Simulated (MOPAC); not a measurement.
Input for MOPAC: PM6 on H3NPb (SMILES [NH2][PbH]), a point of a bond scan (R = 5.967 Å).

```
PM6 1SCF PRECISE CHARGE=0 THREADS=1
H3NPb

Pb    -0.05694593 1     0.13456917 1     0.16632944 1
H     -2.26007441 1     3.68640587 1    -4.09234189 1
N      0.56443627 1    -1.27984887 1    -1.29975235 1
H      0.42875834 1    -1.17436011 1    -2.29403486 1
H      1.03517771 1    -2.14588818 1    -1.08220763 1
```

Program output:

```
*******************************************************************************
 **                                                                           **
 **                              MOPAC v23.2.5                                **
 **                                                                           **
 *******************************************************************************
 ** MOPAC's Digital Object Identifier: https://doi.org/10.5281/zenodo.6511958 **
 **                                                                           **
 ** Please cite the open-source release paper for use of this MOPAC version:  **
 ** J. E. Moussa and J. J. P. Stewart (2026)                                  **
 ** MOPAC: An open-source semiempirical molecular orbital program             **
 ** J. Open Source Softw., 11(119), 8025, https://doi.org/10.21105/joss.08025 **
 *******************************************************************************

                              PM6 CALCULATION RESULTS

 *******************************************************************************
 *  PM6        - The PM6 Hamiltonian to be used
 *
 *
 *
 *                 CHARGE ON SYSTEM = 0
 *
 *
 *
 *  PRECISE    - TIGHTER CRITERIA TO BE USED
 *  1SCF       - DO 1 SCF AND THEN STOP
 *  THREADS=1  - MULTI-THREADING NOT USED
 *  T=         - A TIME OF 172800.0 SECONDS REQUESTED
 *  DUMP=N     - RESTART FILE WRITTEN EVERY 7200.0 SECONDS REQUESTED
 *******************************************************************************
PM6 1SCF PRECISE CHARGE=0 THREADS=1
 H3NPb

   ATOM   CHEMICAL          X               Y               Z
  NUMBER   SYMBOL      (ANGSTROMS)     (ANGSTROMS)     (ANGSTROMS)

     1      Pb         -0.05694593  *   0.13456917  *   0.16632944  *
     2       H         -2.26007441  *   3.68640587  *  -4.09234189  *
     3       N          0.56443627  *  -1.27984887  *  -1.29975235  *
     4       H          0.42875834  *  -1.17436011  *  -2.29403486  *
     5       H          1.03517771  *  -2.14588818  *  -1.08220763  *



          CARTESIAN COORDINATES

    NO.       ATOM           X           Y           Z

     1        Pb         -0.0569      0.1346      0.1663
     2         H         -2.2601      3.6864     -4.0923
     3         N          0.5644     -1.2798     -1.2998
     4         H          0.4288     -1.1744     -2.2940
     5         H          1.0352     -2.1459     -1.0822

 General Reference for PM6:
 "Optimization of Parameters for Semiempirical Methods V: Modification of NDDO Approximations
 and Application to 70 Elements", J. J. P. Stewart, J. Mol. Mod., 13, 1173-1213 (2007)
 URL: https://link.springer.com/article/10.1007/s00894-007-0233-4

           Empirical Formula: H3 N Pb  =     5 atoms



      MOLECULAR POINT GROUP   :   Cs


      RHF CALCULATION, NO. OF DOUBLY OCCUPIED LEVELS = 6



 ALL CONVERGERS ARE NOW FORCED ON
 SHIFT=10, PULAY ON, CAMP-KING ON
 AND ITERATION COUNTER RESET



 -------------------------------------------------------------------------------
 PM6 1SCF PRECISE CHARGE=0 THREADS=1
 H3NPb



     1SCF WAS SPECIFIED, SO BFGS WAS NOT USED
     SCF FIELD WAS ACHIEVED


                              PM6 CALCULATION
                                                       MOPAC v23.2.5 Linux




          FINAL HEAT OF FORMATION =        212.75381 KCAL/MOL =     890.16194 KJ/MOL


          COSMO AREA              =        110.08 SQUARE ANGSTROMS
          COSMO VOLUME            =         81.24 CUBIC ANGSTROMS

          IONIZATION POTENTIAL    =          4.895382 EV
          HOMO LUMO ENERGIES (EV) =         -4.895 -2.502
          NO. OF FILLED LEVELS    =          6
          MOLECULAR WEIGHT        =        224.2304         POINT GROUP:  Cs

          MOLECULAR DIMENSIONS (Angstroms)

            Atom       Atom       Distance
            H     5    H     2     7.34406
           Pb     1    H     4     2.81791
            H     5   Pb     1     0.00000


          SCF CALCULATIONS        =          1





   ATOM   CHEMICAL          X               Y               Z
  NUMBER   SYMBOL      (ANGSTROMS)     (ANGSTROMS)     (ANGSTROMS)

     1      Pb         -0.05694593  *   0.13456917  *   0.16632944  *
     2       H         -2.26007441  *   3.68640587  *  -4.09234189  *
     3       N          0.56443627  *  -1.27984887  *  -1.29975235  *
     4       H          0.42875834  *  -1.17436011  *  -2.29403486  *
     5       H          1.03517771  *  -2.14588818  *  -1.08220763  *

                             CARTESIAN COORDINATES

   1   Pb       -0.056945930     0.134569170     0.166329440
   2    H       -2.260074410     3.686405870    -4.092341890
   3    N        0.564436270    -1.279848870    -1.299752350
   4    H        0.428758340    -1.174360110    -2.294034860
   5    H        1.035177710    -2.145888180    -1.082207630


           Empirical Formula: H3 N Pb  =     5 atoms



      MOLECULAR POINT GROUP   :   Cs


                  EIGENVALUES
 -29.57722 -17.82003 -16.09817 -11.31245  -9.32275  -4.89538  -2.50157  -1.36112
  -0.30396   5.90194   7.37036


              NET ATOMIC CHARGES AND DIPOLE CONTRIBUTIONS

  ATOM NO.   TYPE          CHARGE      No. of ELECS.   s-Pop       p-Pop
    1         Pb           0.362467        3.6375     1.94298     1.69456
    2          H          -0.040048        1.0400     1.04005
    3          N          -0.767406        5.7674     1.54314     4.22427
    4          H           0.222994        0.7770     0.77701
    5          H           0.221994        0.7780     0.77801
 DIPOLE           X         Y         Z       TOTAL
 POINT-CHG.    -0.182     0.697     2.257     2.369
 HYBRID         0.780    -1.799    -1.997     2.799
 SUM            0.598    -1.102     0.260     1.281


          ATOMIC ORBITAL ELECTRON POPULATIONS

     Atom    s        px        py        pz
    1 Pb   1.94298   0.38721   0.57808   0.72927
    2  H   1.04005
    3  N   1.54314   1.61056   1.36112   1.25258
    4  H   0.77701
    5  H   0.77801

 **********************
 *                    *
 * JOB ENDED NORMALLY *
 *                    *
 **********************




 == MOPAC DONE ==
```

The run finished.

Cost: around 0.08 core-seconds (rough).
